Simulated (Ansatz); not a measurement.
Ansatz (a quantum-chemistry and plane-wave program) input (B3LYP/6-311+G**): The .json file is the Basis Set Exchange's 6-311+G**.

Ansatz 0.2 input:
```yaml
crystal:
  periodic: [false, false, false]
  atoms:
    - {symbol: O, position_ang: [-0.07521400, -0.05299000, -0.00809000]}
    - {symbol: B, position_ang: [-1.19026900, -0.82928500, -0.07769100]}
    - {symbol: H, position_ang: [-1.64039300, -0.92466300, 1.07404900]}
    - {symbol: B, position_ang: [1.02759800, 0.68983500, -0.07425800]}
    - {symbol: H, position_ang: [0.94227000, 1.87802400, -0.28278900]}
    - {symbol: H, position_ang: [2.11318500, 0.16781000, 0.03320300]}
basis:
  gaussian:
    orbitals: 6-311+G__.json
hamiltonian:
  xc: {name: B3LYP}
total_charge: -1
output: {forces: true}
```

Output:

```
Functional definition: B3LYP
integrals: 0.03 GiB planned
691 factors; integrals over basis functions are off by at most 1.1e-3 eV
mean field: 0.21 GiB planned
mean field evaluation 1: about -3448.2331 eV, gradient 1.9e1 eV
mean field evaluation 2: about -3445.9944 eV, gradient 3.1e1 eV
mean field evaluation 4: about -3449.5479 eV, gradient 4.3e0 eV
mean field evaluation 8: about -3449.5846 eV, gradient 3.4e-2 eV
mean field evaluation 16: about -3449.5846 eV, gradient 1.9e-5 eV
mean field -3449.58459870 eV, -126.7698957899 hartree, gradient 1.9e-5 eV, S^2 0.000000; 0 other end points of the search recorded, 0 dependent functions left out
the calculation of the forces begins
reference -3449.58486990 eV, -126.7699057562 hartree; 11, 11 occupied and 73, 73 virtual orbitals, 691 factors
Total energy: -3449.58486990 eV, -126.7699057562 hartree
Atom 0 at    -0.075214    -0.052990    -0.008090 Å, force    -0.028964    -0.022855    -0.016371 eV/Å
Atom 1 at    -1.190269    -0.829285    -0.077691 Å, force    -0.076063    -0.033156     0.102407 eV/Å
Atom 2 at    -1.640393    -0.924663     1.074049 Å, force    -0.012566    -0.021903    -0.071976 eV/Å
Atom 3 at     1.027598     0.689835    -0.074258 Å, force     0.146730     0.096967    -0.018907 eV/Å
Atom 4 at     0.942270     1.878024    -0.282789 Å, force    -0.001498    -0.028617     0.005951 eV/Å
Atom 5 at     2.113185     0.167810     0.033203 Å, force    -0.027639     0.009564    -0.001103 eV/Å
Dipole moment:     0.699236     0.566579     0.475407 e Å
```

The dipole moment of an ion depends on the origin.

The geometry given is a B3LYP-D3(BJ)/def2-TZVP minimum.
